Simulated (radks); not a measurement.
Values are calculated unless marked as measured or tabulated.
Q: Ionisation of the germanium ion Ge+, [Ar] 3d10 4s2 4p1, to Ge2+, [Ar] 3d10 4s2, under several functionals. Scalar-relativistic Kohn-Sham, spin-polarised, spherical densities, point nucleus; open shells are filled with parallel spins first; a radial shooting solver on a logarithmic mesh with Libxc functionals. The NIST Atomic Spectra Database gives 15.935 eV (measured). Rank these functionals by the error of their Delta-SCF ionisation energy: B86b exchange with PBE correlation; exchange-only PBE; revPBE; LDA (Slater exchange, Perdew-Zunger correlation); AM05; BLYP; HCTH/407.

A: From best to worst: LDA (Slater exchange, Perdew-Zunger correlation) 15.901 eV (-0.034); HCTH/407 15.757 eV (-0.178); B86b exchange with PBE correlation 15.717 eV (-0.217); AM05 15.658 eV (-0.276); BLYP 15.650 eV (-0.285); revPBE 15.615 eV (-0.319); exchange-only PBE 14.989 eV (-0.946). Open shells are spherical and high-spin; term and fine-structure splittings are not resolved.
